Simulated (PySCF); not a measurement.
Isomers of C3H5BO2.

All values: CAM-B3LYP/def2-SVPD (PySCF) at PBE0-D3(BJ)/def2-SVP geometries, gas phase, one conformer each. Core orbitals are frozen in the response; Δα² is half the sum of the squared differences of the principal polarisabilities.

(1) Rank by HOMO–LUMO gap, lowest first.
A. `[CH:1]#[C:2][B:3]([OH:4])[O:5][CH3:6]` with C2–B3–O4–H 180°, C2–B3–O5–C6 0°
B. `[O+]1=CC=CO[BH2-]1`
C. `[CH3:1][C:2]#[C:3][B:4]([OH:5])[OH:6]` with C3–B4–O5–H 0°, C3–B4–O6–H 180°
D. `[CH:1]#[C:2][CH2:3][B:4]([OH:5])[OH:6]` with C2–C3–B4–O5 -5°, C3–B4–O5–H 1°, C3–B4–O6–H 179°

(2) Rank by dipole moment, lowest first.
A. `[CH3:1][C:2]#[C:3][B:4]([OH:5])[OH:6]` with C3–B4–O5–H 0°, C3–B4–O6–H 180°
B. `[CH:1]#[C:2][B:3]([OH:4])[O:5][CH3:6]` with C2–B3–O4–H 180°, C2–B3–O5–C6 0°
C. `[CH:1]#[C:2][CH2:3][B:4]([OH:5])[OH:6]` with C2–C3–B4–O5 -5°, C3–B4–O5–H 1°, C3–B4–O6–H 179°
D. `[BH2-]1OC=CC=[O+]1`

## Answers

(1) B (6.87 eV), C (9.72 eV), D (9.86 eV), A (10.24 eV).

(2) C (0.60 D), B (1.87 D), A (2.03 D), D (4.61 D).

All values together:

```csv
SMILES,μ (D),HOMO (eV),LUMO (eV),α (Å³),Δα (Å³),ΔSCF removal energy (eV)
[BH2-]1OC=CC=[O+]1,4.61,-8.27,-1.40,8.55,3.61,9.17
CC#CB(O)O,2.03,-9.08,0.64,8.68,5.92,10.09
C#CCB(O)O,0.60,-9.26,0.60,8.20,4.40,10.29
C#CB(O)OC,1.87,-9.66,0.57,8.30,3.76,–
```

Conformers: `[CH3:1][C:2]#[C:3][B:4]([OH:5])[OH:6]` with C3–B4–O5–H 0°, C3–B4–O6–H 180°; `[CH:1]#[C:2][CH2:3][B:4]([OH:5])[OH:6]` with C2–C3–B4–O5 -5°, C3–B4–O5–H 1°, C3–B4–O6–H 179°; `[CH:1]#[C:2][B:3]([OH:4])[O:5][CH3:6]` with C2–B3–O4–H 180°, C2–B3–O5–C6 0°.

A dash marks a removal energy that wasn't run or isn't settled.
